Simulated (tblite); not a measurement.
A geometry optimisation, step by step.

Compound: C₄H₆Cl₃ (doublet state).
SMILES with atom numbers: `[CH3:1][C:2]([CH3:3])[C:4]([Cl:5])([Cl:6])[Cl:7]` (hydrogens: H8, H9, H10 on C1; H11, H12, H13 on C3)

Computed with GFN2-xTB (tblite), gas phase: L-BFGS steps from a force-field or distance-geometry start until the largest atomic force falls under 0.01 eV/Å. 14 of its 100 geometries are shown.

Step 0: E = -685.8157 eV, largest atomic force 1.777 eV/Å
```
atom  x, y, z in Å  |  force x, y, z in eV/Å
C1      1.353   -0.451    0.411    0.657   0.790  -0.085
C2      0.084   -0.031   -0.271    0.241  -0.514   1.309
C3     -0.937   -1.070   -0.451   -1.513  -0.798  -0.480
C4     -0.363    1.364   -0.042    0.636  -0.960  -0.862
Cl5    -0.649    1.641    1.705   -0.421   0.219   0.421
Cl6     0.931    2.482   -0.517    0.128   0.444  -0.132
Cl7    -1.778    1.689   -1.041   -0.250   0.611   0.160
H8      1.208   -0.592    1.514    0.033  -0.157  -0.919
H9      2.068    0.389    0.306   -0.146  -0.436   0.185
H10     1.840   -1.329   -0.052   -0.626   0.304   0.379
H11    -1.940   -0.618   -0.608    0.583  -0.318   0.079
H12    -0.747   -1.673   -1.361    0.106   0.174   0.432
H13    -1.075   -1.802    0.388    0.571   0.640  -0.488
```

Step 8: E = -686.1218 eV, largest atomic force 0.189 eV/Å
```
atom  x, y, z in Å  |  force x, y, z in eV/Å
C1      1.370   -0.427    0.404   -0.096  -0.048  -0.025
C2      0.058   -0.051   -0.192   -0.029  -0.054   0.057
C3     -0.965   -1.101   -0.458    0.106   0.063   0.035
C4     -0.315    1.323   -0.173    0.014  -0.083   0.115
Cl5    -0.734    1.702    1.769   -0.030   0.048   0.042
Cl6     0.934    2.494   -0.530    0.130   0.043  -0.003
Cl7    -1.776    1.782   -0.992   -0.130   0.028  -0.135
H8      1.237   -0.629    1.474   -0.003   0.028  -0.070
H9      2.091    0.384    0.312   -0.030  -0.125  -0.029
H10     1.767   -1.339   -0.043   -0.073   0.082  -0.051
H11    -1.944   -0.654   -0.616    0.041  -0.103   0.033
H12    -0.711   -1.682   -1.350    0.072   0.080   0.088
H13    -1.015   -1.802    0.378    0.029   0.040  -0.057
```

Step 15: E = -686.1420 eV, largest atomic force 0.112 eV/Å
```
atom  x, y, z in Å  |  force x, y, z in eV/Å
C1      1.350   -0.436    0.393    0.032   0.016   0.008
C2      0.033   -0.029   -0.156    0.062  -0.032  -0.087
C3     -0.951   -1.099   -0.443   -0.025  -0.013   0.018
C4     -0.325    1.341   -0.171    0.026  -0.019   0.060
Cl5    -0.771    1.750    1.788   -0.017   0.053  -0.037
Cl6     0.960    2.482   -0.516   -0.045   0.031   0.042
Cl7    -1.775    1.798   -1.017    0.019  -0.004  -0.016
H8      1.238   -0.640    1.462    0.044  -0.047  -0.003
H9      2.096    0.345    0.287    0.004   0.027  -0.017
H10     1.709   -1.344   -0.088   -0.071  -0.011   0.024
H11    -1.947   -0.701   -0.607   -0.007  -0.019  -0.021
H12    -0.643   -1.655   -1.333   -0.024   0.038   0.027
H13    -0.978   -1.811    0.382    0.002  -0.020   0.003
```

Step 23: E = -686.1479 eV, largest atomic force 0.052 eV/Å
```
atom  x, y, z in Å  |  force x, y, z in eV/Å
C1      1.352   -0.443    0.387    0.024   0.003   0.021
C2      0.034   -0.025   -0.147    0.012  -0.006  -0.017
C3     -0.946   -1.099   -0.437   -0.046  -0.020  -0.013
C4     -0.332    1.350   -0.135    0.005   0.014   0.011
Cl5    -0.794    1.788    1.758   -0.041   0.005   0.007
Cl6     0.955    2.502   -0.486   -0.010  -0.037   0.001
Cl7    -1.763    1.791   -1.035   -0.002  -0.001  -0.008
H8      1.262   -0.655    1.456    0.012   0.009   0.032
H9      2.102    0.334    0.269    0.020  -0.020  -0.025
H10     1.680   -1.360   -0.097    0.025   0.014  -0.018
H11    -1.948   -0.717   -0.603   -0.016   0.043   0.013
H12    -0.638   -1.648   -1.330    0.010   0.001  -0.005
H13    -0.968   -1.817    0.384    0.006  -0.005   0.001
```

Step 30: E = -686.1498 eV, largest atomic force 0.056 eV/Å
```
atom  x, y, z in Å  |  force x, y, z in eV/Å
C1      1.358   -0.446    0.387    0.026   0.007  -0.008
C2      0.035   -0.028   -0.140    0.007   0.025   0.010
C3     -0.949   -1.097   -0.436   -0.022  -0.028   0.007
C4     -0.337    1.348   -0.121    0.009   0.052  -0.020
Cl5    -0.828    1.802    1.748   -0.010  -0.025   0.005
Cl6     0.954    2.496   -0.474    0.005  -0.015   0.015
Cl7    -1.758    1.788   -1.044    0.007  -0.020  -0.012
H8      1.283   -0.654    1.459    0.005   0.010  -0.007
H9      2.114    0.322    0.253   -0.017   0.019  -0.003
H10     1.681   -1.362   -0.102   -0.003  -0.032   0.002
H11    -1.949   -0.706   -0.595    0.021  -0.001   0.010
H12    -0.643   -1.643   -1.331   -0.010   0.020  -0.014
H13    -0.967   -1.820    0.380   -0.020  -0.014   0.015
```

Step 38: E = -686.1519 eV, largest atomic force 0.073 eV/Å
```
atom  x, y, z in Å  |  force x, y, z in eV/Å
C1      1.368   -0.448    0.381    0.006   0.007   0.002
C2      0.037   -0.031   -0.126    0.008   0.032   0.003
C3     -0.953   -1.095   -0.424   -0.007   0.011  -0.001
C4     -0.331    1.345   -0.122   -0.029   0.027  -0.029
Cl5    -0.882    1.795    1.740    0.012  -0.017  -0.013
Cl6     0.963    2.496   -0.442   -0.056  -0.038   0.027
Cl7    -1.740    1.776   -1.076    0.067   0.009   0.008
H8      1.318   -0.640    1.456   -0.012   0.013  -0.005
H9      2.120    0.321    0.221   -0.011  -0.029  -0.009
H10     1.676   -1.373   -0.102    0.011  -0.001   0.003
H11    -1.951   -0.692   -0.569    0.017  -0.029   0.010
H12    -0.656   -1.621   -1.336   -0.032  -0.006   0.027
H13    -0.975   -1.833    0.380    0.026   0.021  -0.025
```

Step 46: E = -686.1571 eV, largest atomic force 0.103 eV/Å
```
atom  x, y, z in Å  |  force x, y, z in eV/Å
C1      1.389   -0.451    0.360   -0.043   0.002  -0.024
C2      0.045   -0.033   -0.113   -0.005  -0.008  -0.068
C3     -0.964   -1.085   -0.395    0.017  -0.007  -0.006
C4     -0.322    1.340   -0.132   -0.026  -0.019  -0.018
Cl5    -1.017    1.748    1.721   -0.047  -0.015  -0.062
Cl6     0.964    2.506   -0.317    0.076   0.036   0.004
Cl7    -1.653    1.775   -1.191    0.009  -0.020   0.101
H8      1.388   -0.583    1.446   -0.027   0.022   0.002
H9      2.142    0.296    0.123    0.016  -0.016   0.007
H10     1.663   -1.405   -0.086   -0.026   0.006   0.006
H11    -1.968   -0.678   -0.478    0.019   0.011   0.058
H12    -0.728   -1.583   -1.338    0.029  -0.003  -0.006
H13    -0.942   -1.848    0.383    0.007   0.009   0.007
```

Step 53: E = -686.1644 eV, largest atomic force 0.039 eV/Å
```
atom  x, y, z in Å  |  force x, y, z in eV/Å
C1      1.404   -0.453    0.331   -0.005  -0.008   0.001
C2      0.061   -0.029   -0.134   -0.015  -0.009   0.015
C3     -0.965   -1.076   -0.373    0.009  -0.005   0.016
C4     -0.311    1.342   -0.132   -0.017  -0.015  -0.004
Cl5    -1.168    1.692    1.663    0.019  -0.014  -0.029
Cl6     0.981    2.514   -0.191   -0.022   0.005  -0.009
Cl7    -1.581    1.781   -1.261   -0.005   0.034   0.004
H8      1.421   -0.511    1.424    0.009  -0.002  -0.018
H9      2.174    0.255    0.033   -0.009  -0.021  -0.001
H10     1.637   -1.440   -0.062    0.001   0.005   0.030
H11    -1.971   -0.666   -0.364    0.016   0.015  -0.015
H12    -0.799   -1.557   -1.341    0.002   0.033   0.020
H13    -0.888   -1.851    0.389    0.016  -0.019  -0.009
```

Step 61: E = -686.1653 eV, largest atomic force 0.022 eV/Å
```
atom  x, y, z in Å  |  force x, y, z in eV/Å
C1      1.407   -0.455    0.329   -0.004  -0.004  -0.002
C2      0.063   -0.030   -0.130   -0.004  -0.007   0.012
C3     -0.966   -1.074   -0.366    0.017   0.009  -0.004
C4     -0.315    1.342   -0.127    0.012  -0.015   0.007
Cl5    -1.193    1.678    1.643    0.005   0.005   0.003
Cl6     0.977    2.516   -0.172   -0.003   0.000  -0.005
Cl7    -1.568    1.787   -1.277   -0.002   0.001   0.002
H8      1.438   -0.497    1.422    0.003   0.011  -0.007
H9      2.178    0.242    0.010    0.005   0.001  -0.001
H10     1.632   -1.450   -0.050   -0.013   0.007   0.016
H11    -1.968   -0.659   -0.343   -0.008  -0.012  -0.005
H12    -0.810   -1.540   -1.342   -0.011   0.002  -0.001
H13    -0.880   -1.860    0.385    0.003   0.003  -0.015
```

Step 69: E = -686.1668 eV, largest atomic force 0.054 eV/Å
```
atom  x, y, z in Å  |  force x, y, z in eV/Å
C1      1.406   -0.452    0.338    0.014   0.003   0.008
C2      0.061   -0.032   -0.123    0.007  -0.002  -0.018
C3     -0.966   -1.075   -0.373   -0.002  -0.013  -0.023
C4     -0.312    1.341   -0.120   -0.039  -0.002  -0.025
Cl5    -1.200    1.664    1.641    0.020   0.044   0.025
Cl6     0.983    2.512   -0.171   -0.015  -0.013   0.036
Cl7    -1.562    1.789   -1.274   -0.009  -0.008  -0.009
H8      1.461   -0.427    1.431   -0.025  -0.013  -0.003
H9      2.184    0.213   -0.029   -0.015  -0.001  -0.031
H10     1.605   -1.468    0.010    0.024  -0.025   0.025
H11    -1.974   -0.673   -0.319    0.032   0.012   0.035
H12    -0.835   -1.503   -1.371    0.023   0.004  -0.012
H13    -0.855   -1.888    0.343   -0.015   0.013  -0.006
```

Step 76: E = -686.1712 eV, largest atomic force 0.045 eV/Å
```
atom  x, y, z in Å  |  force x, y, z in eV/Å
C1      1.396   -0.448    0.364   -0.002  -0.008   0.010
C2      0.055   -0.041   -0.122   -0.001   0.001  -0.010
C3     -0.960   -1.083   -0.407   -0.014  -0.013  -0.004
C4     -0.318    1.331   -0.122    0.014   0.016   0.007
Cl5    -1.141    1.687    1.676   -0.010   0.000   0.015
Cl6     0.986    2.493   -0.198   -0.011   0.012  -0.008
Cl7    -1.596    1.783   -1.235    0.008  -0.012  -0.002
H8      1.461   -0.320    1.449    0.002   0.005  -0.045
H9      2.177    0.172   -0.076   -0.001  -0.031   0.019
H10     1.578   -1.493    0.130    0.007   0.022   0.011
H11    -1.970   -0.697   -0.304    0.010   0.001   0.001
H12    -0.847   -1.450   -1.432    0.001   0.012   0.017
H13    -0.824   -1.933    0.260   -0.004  -0.005  -0.010
```

Step 84: E = -686.1739 eV, largest atomic force 0.037 eV/Å
```
atom  x, y, z in Å  |  force x, y, z in eV/Å
C1      1.398   -0.446    0.384    0.011   0.013   0.014
C2      0.057   -0.051   -0.109    0.001  -0.012   0.003
C3     -0.958   -1.084   -0.431    0.003  -0.007  -0.001
C4     -0.320    1.321   -0.107    0.017   0.005  -0.005
Cl5    -1.172    1.672    1.680    0.006  -0.008  -0.017
Cl6     0.981    2.487   -0.165    0.009  -0.021   0.011
Cl7    -1.577    1.764   -1.243   -0.035   0.010  -0.009
H8      1.522   -0.133    1.424    0.015  -0.017  -0.012
H9      2.186    0.049   -0.185   -0.016  -0.005   0.008
H10     1.528   -1.522    0.319   -0.002   0.018   0.010
H11    -1.961   -0.724   -0.217   -0.012  -0.015   0.002
H12    -0.920   -1.334   -1.495   -0.003   0.013  -0.017
H13    -0.768   -1.999    0.127    0.006   0.026   0.011
```

Step 91: E = -686.1747 eV, largest atomic force 0.016 eV/Å
```
atom  x, y, z in Å  |  force x, y, z in eV/Å
C1      1.396   -0.443    0.398    0.001  -0.002   0.000
C2      0.056   -0.054   -0.106    0.000  -0.007   0.004
C3     -0.955   -1.084   -0.445    0.006  -0.006   0.007
C4     -0.321    1.318   -0.107    0.003  -0.001   0.007
Cl5    -1.170    1.664    1.682   -0.001   0.002   0.000
Cl6     0.983    2.480   -0.162    0.000  -0.003  -0.005
Cl7    -1.586    1.762   -1.236    0.008   0.003   0.000
H8      1.547   -0.063    1.411   -0.002  -0.002  -0.007
H9      2.186   -0.007   -0.217   -0.015   0.006   0.003
H10     1.506   -1.523    0.404   -0.006   0.006   0.001
H11    -1.958   -0.749   -0.189   -0.002   0.009   0.004
H12    -0.947   -1.283   -1.520   -0.002  -0.006  -0.005
H13    -0.741   -2.018    0.070    0.010   0.000  -0.008
```

Step 99: E = -686.1749 eV, largest atomic force 0.006 eV/Å
```
atom  x, y, z in Å  |  force x, y, z in eV/Å
C1      1.391   -0.441    0.412    0.000   0.000   0.002
C2      0.054   -0.057   -0.099   -0.001  -0.001   0.001
C3     -0.950   -1.086   -0.460    0.002  -0.005  -0.001
C4     -0.325    1.315   -0.100    0.001   0.000   0.000
Cl5    -1.165    1.667    1.688    0.000   0.003  -0.002
Cl6     0.983    2.474   -0.164    0.001   0.000   0.000
Cl7    -1.589    1.758   -1.229    0.002   0.002   0.000
H8      1.570    0.006    1.392   -0.004  -0.002   0.000
H9      2.178   -0.067   -0.247    0.002   0.001   0.000
H10     1.479   -1.521    0.489    0.003   0.005  -0.002
H11    -1.950   -0.776   -0.161   -0.002  -0.004   0.004
H12    -0.972   -1.233   -1.544   -0.003   0.003   0.001
H13    -0.709   -2.039    0.004   -0.002  -0.001  -0.002
```

Problem. Summarise the path.

Solution. The energy falls by 34.66 kJ/mol from step 0 to step 99; nine tenths of that is first reached at step 14. It rises by more than 0.2 meV at step 83. The largest force goes from 1.777 to 0.006 eV/Å. Among the bonds C4–Cl5 changes most, from 1.791 to 2.006 Å; the atoms move by 0.467 Å rms after alignment.

Problem. Follow the three bonds and two angles with the largest change from start to end.

Solution. 
```tsv
step	E above end (kJ/mol)	largest force (eV/Å)	C4–Cl5 (Å)	C2–C4 (Å)	C3–H13 (Å)	Cl5–C4–Cl7 (°)	C2–C4–Cl6 (°)
0	34.66	1.777	1.791	1.482	1.122	113.3	109.3
4	8.33	0.327	1.917	1.436	1.087	106.9	116.1
9	4.72	0.163	2.041	1.422	1.091	102.7	117.1
13	3.59	0.182	2.060	1.414	1.089	102.6	117.0
17	2.99	0.081	2.035	1.418	1.091	103.7	116.3
22	2.66	0.087	2.006	1.421	1.091	104.0	116.3
26	2.53	0.062	1.989	1.426	1.091	104.1	116.1
30	2.43	0.056	1.985	1.425	1.091	103.8	115.8
34	2.34	0.045	1.983	1.427	1.091	103.6	115.5
39	2.17	0.080	1.998	1.423	1.091	103.3	116.4
43	2.00	0.076	2.005	1.423	1.090	103.6	116.7
47	1.61	0.114	2.027	1.420	1.091	104.0	117.1
52	1.07	0.090	2.012	1.422	1.089	102.8	116.8
56	0.97	0.029	2.014	1.421	1.089	102.8	117.1
60	0.93	0.021	2.005	1.423	1.090	102.8	116.9
65	0.90	0.023	2.000	1.423	1.089	102.9	116.9
69	0.79	0.054	1.998	1.423	1.090	102.8	116.9
73	0.54	0.117	2.006	1.424	1.088	103.4	116.2
77	0.32	0.053	2.014	1.421	1.089	102.8	116.6
82	0.12	0.054	2.014	1.423	1.088	103.1	116.6
86	0.07	0.024	2.012	1.423	1.088	103.1	116.5
90	0.03	0.018	2.010	1.423	1.087	103.0	116.3
95	0.01	0.027	2.006	1.424	1.087	103.2	116.1
99	0.00	0.006	2.006	1.424	1.087	103.2	116.1
```

The cost below is that of the whole relaxation. Time: 0.77 s of wall time. Hardware: Arm Neoverse V1, one thread, no GPU, shared host.
